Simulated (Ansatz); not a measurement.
# From B to Ga: the HOMO–LUMO gap

One atom is swapped for its congeners: C3H9BO2 `CC(C)B(O)O`; C3H9AlO2 `C[CH](C)[Al]([OH])[OH]`; C3H9GaO2 `C[CH](C)[Ga]([OH])[OH]`. All are singlets with charge 0.

Shapes, held fixed at every level: PBE0-D4/def2-TZVP. Flexible molecules stand in one conformer, not always the lowest. Programs: Ansatz 0.2.0. Values in eV.

Question: How should the HOMO–LUMO gap change along the series?

Answer: At wB97X-V/def2-TZVPP the HOMO–LUMO gap isn't monotonic: it is largest for B and smallest for Al (13.28 and 11.45 eV). Every level shows the same order. Relativity is left out for Ga unless named. Orbital gaps aren't excitation energies, and the LUMO depends on the basis.

```json
{"level": "PBE-D4/def2-TZVPP", "C3H9BO2": "6.75", "C3H9AlO2": "5.19", "C3H9GaO2": "5.38"}
{"level": "r2SCAN-D4/def2-TZVPP", "C3H9BO2": "7.67", "C3H9AlO2": "5.88", "C3H9GaO2": "6.01"}
{"level": "B3LYP-D4/def2-TZVPP", "C3H9BO2": "8.47", "C3H9AlO2": "6.73", "C3H9GaO2": "6.99"}
{"level": "PBE0-D4/def2-TZVPP", "C3H9BO2": "9.00", "C3H9AlO2": "7.24", "C3H9GaO2": "7.52"}
{"level": "wB97M-V/def2-TZVPP", "C3H9BO2": "12.70", "C3H9AlO2": "10.95", "C3H9GaO2": "11.34"}
{"level": "wB97X-V/def2-TZVPP", "C3H9BO2": "13.28", "C3H9AlO2": "11.45", "C3H9GaO2": "11.77"}
```
